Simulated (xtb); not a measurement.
C6H12BO2 (SMILES CC1(C)O[B]OC1(C)C), doublet, geometry from GFN2-xTB; GFN1-xTB (xtb).

The xtb input:
```
$ xtb mol.xyz --gfn 1 --uhf 1 --etemp 10000 --json

# file mol.xyz
21

C      1.48710897     1.20539539    -0.61618094
C      0.77466121    -0.07431944    -0.17081065
C      1.27822759    -1.24732067    -1.00515083
O      1.14641932    -0.29412177     1.21015392
B      0.09393638     0.01824653     1.99808540
O     -1.02808914     0.31710664     1.30680277
C     -0.78733229     0.07185816    -0.09871123
C     -1.53732232    -1.21514900    -0.45188832
C     -1.36795313     1.22989207    -0.90336734
H      2.55859468     1.06595559    -0.49202134
H      1.18462008     2.04516570     0.00410776
H      1.27837026     1.42611539    -1.65918394
H      0.92367057    -2.19405612    -0.61047442
H      2.36503208    -1.25741367    -0.97697224
H      0.95426780    -1.14070787    -2.03743575
H     -2.59255428    -1.07255202    -0.23032048
H     -1.42716054    -1.45501693    -1.50567776
H     -1.17725806    -2.04373567     0.15248709
H     -0.97874581     2.18335811    -0.56101033
H     -1.14217070     1.10420896    -1.95937607
H     -2.44732959     1.24142792    -0.77354717
```

Output, abridged:

```
   ID    Z sym.   atoms
    1    6 C      1-3, 7-9
    2    8 O      4, 6
    3    5 B      5
    4    1 H      10-21

           -------------------------------------------------
          |                Calculation Setup                |
           -------------------------------------------------

           -------------------------------------------------
          |                 G F N 1 - x T B                 |
           -------------------------------------------------

          ...................................................
          :                      SETUP                      :
          :.................................................:
          :  # basis functions                  60          :
          :  # atomic orbitals                  60          :
          :  # shells                           42          :
          :  # electrons                        51          :
          :  # halogen bonds                     0          :
          :  max. iterations                   250          :
          :  Hamiltonian                  GFN1-xTB          :
          :  restarted?                      false          :
          :  GBSA solvation                  false          :
          :  PC potential                    false          :
          :  electronic temp.        10000.0000000     K    :
          :  accuracy                    1.0000000          :
          :  -> integral cutoff          0.2500000E+02      :
          :  -> integral neglect         0.1000000E-07      :
          :  -> SCF convergence          0.1000000E-05 Eh   :
          :  -> wf. convergence          0.2000000E-04 e    :
          :  Broyden damping             0.4000000          :
          :  net charge                          0          :
          :  unpaired electrons                  1          :
          ...................................................

 iter      E             dE          RMSdq      gap      omega  full diag
   1    -30.2087169 -0.302087E+02  0.813E+00    3.53       0.0  T
   2    -30.3268622 -0.118145E+00  0.483E+00    4.51       1.0  T
   3    -30.3276125 -0.750274E-03  0.110E+00    4.49       1.0  T
   4    -30.3292456 -0.163309E-02  0.121E-01    4.51       1.0  T
   5    -30.3293375 -0.919074E-04  0.256E-02    4.51       1.0  T
   6    -30.3293435 -0.595516E-05  0.298E-03    4.51       7.3  T
   7    -30.3293436 -0.172716E-06  0.390E-04    4.51      55.9  T
[...]
         :: total energy             -30.020624920462 Eh    ::
[...]
    19H     0.04294  0.09943   0.957  0.000  0.000
    20H     0.02325  0.07720   0.977  0.000  0.000
    21H     0.04499  0.10036   0.955  0.000  0.000

Wiberg/Mayer (AO) data.
largest (>0.10) Wiberg bond orders for each atom

 ---------------------------------------------------------------------------
     #   Z sym  total        # sym  WBO       # sym  WBO       # sym  WBO
 ---------------------------------------------------------------------------
     1   6 C    3.953 --     2 C    0.981    12 H    0.979    11 H    0.974
                            10 H    0.973
     2   6 C    3.849 --     3 C    0.989     1 C    0.981     7 C    0.924
                             4 O    0.901
     3   6 C    3.958 --     2 C    0.989    15 H    0.978    14 H    0.974
                            13 H    0.973
     4   8 O    2.102 --     5 B    1.090     2 C    0.901
     5   5 B    2.267 --     4 O    1.090     6 O    1.090
     6   8 O    2.102 --     5 B    1.090     7 C    0.901
     7   6 C    3.849 --     9 C    0.989     8 C    0.981     2 C    0.924
                             6 O    0.901
     8   6 C    3.953 --     7 C    0.981    17 H    0.979    18 H    0.974
                            16 H    0.973
     9   6 C    3.958 --     7 C    0.989    20 H    0.978    21 H    0.974
                            19 H    0.973
    10   1 H    0.998 --     1 C    0.973
    11   1 H    0.997 --     1 C    0.974
    12   1 H    0.997 --     1 C    0.979
    13   1 H    0.999 --     3 C    0.973
    14   1 H    0.997 --     3 C    0.974
    15   1 H    0.997 --     3 C    0.978
    16   1 H    0.998 --     8 C    0.973
    17   1 H    0.997 --     8 C    0.979
    18   1 H    0.997 --     8 C    0.974
    19   1 H    0.999 --     9 C    0.973
    20   1 H    0.997 --     9 C    0.978
    21   1 H    0.997 --     9 C    0.974
 ---------------------------------------------------------------------------

Topologies differ in total number of bonds
Writing topology from bond orders to xtbtopo.mol

 dipole moment from electron density (au)
     X       Y       Z
  -0.0561  -0.0109  -1.1934  total (Debye):    3.037

           -------------------------------------------------
          | TOTAL ENERGY              -30.020624920462 Eh   |
          | GRADIENT NORM               0.063741239777 Eh/α |
          | HOMO-LUMO GAP               4.505681345661 eV   |
           -------------------------------------------------

normal termination of xtb
```
